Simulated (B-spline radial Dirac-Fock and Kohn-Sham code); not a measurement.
## How the settings move the core levels of Rb⁶⁺

ΔSCF core binding energies without Breit or QED terms, calculated with a radial atomic solver. Keys: rel is the Hamiltonian (dirac, or spin-free x2c and nr, where L3 and M5 stand for the whole 2p and 3d shells), method is hf or an exchange,correlation pair (spin-unpolarised, also for the hole states), nuc the nuclear model, radius_factor scales its radius, rmax is the box in bohr, h the logarithmic mesh step, order the B-spline order, points the quadrature points per cell, c_factor scales the speed of light, and damp, ndamp, maxit and tol steer the iteration. The run stops when the commutator error falls below 10·tol·max(1, Z/10), or the numerical noise floor, and the energy has settled to about 1e-8 Ha; the virial ratio is −V/T.

Base input:

```json
{"items": [{"Z": 37, "q": 6, "cfg": [[1, 0, 2], [2, 0, 2], [2, 1, 6], [3, 0, 2], [3, 1, 6], [3, 2, 10], [4, 0, 2], [4, 1, 1]], "A": 85, "rrms": 4.2036, "do": "settings", "holes": ["K", "L3", "M5"],
  "settings": [{"rel": "dirac", "method": "hf", "nuc": "fermi", "radius_factor": 1.0, "rmax": 45.0, "h": 0.3, "order": 8, "points": 10, "c_factor": 1.0, "maxit": 60, "damp": 0.5, "ndamp": 3, "tol": 1e-08}]}]}
```

The ground state converged in 10 iterations, with total energy -2969.86740 Ha, virial ratio 1.97190 and highest orbital energy -97.08 eV. ΔSCF binding energies: K (1s) 15340.1 eV, L3 (2p3/2) 1910.2 eV, M5 (3d5/2) 209.1 eV.

Changes from the base run:

| changed setting | Δ total energy (Ha) | Δ K (eV) | Δ L3 (eV) | Δ M5 (eV) | iterations |
| --- | --- | --- | --- | --- | --- |
| tol = 1e-06 | 0.00000 | 0.00 | 0.00 | 0.00 | 8 |
| nuc = "gauss"; order = 9; c_factor = 0.9 | -10.16441 | +71.17 | -0.94 | -0.64 | 9 |
| rel = "nr" | +41.41709 | -289.53 | +3.65 | +2.67 | 10 |
| radius_factor = 2.0 | +0.07634 | -0.89 | +0.01 | 0.00 | 10 |
| order = 9 | 0.00000 | 0.00 | 0.00 | 0.00 | 9 |
| method = "rpbe,pbe" | -1.68935 | +21.62 | -8.44 | +1.25 | 10 |
| h = 0.18; c_factor = 0.9; tol = 1e-06 | ? | ? | ? | ? | ? |

Task: What does the change h = 0.18; c_factor = 0.9; tol = 1e-06 do?

Result: The total energy moves by -10.16434 Ha and the binding energies by K +71.17 eV, L3 -0.94 eV, M5 -0.64 eV; the run takes 8 iterations.
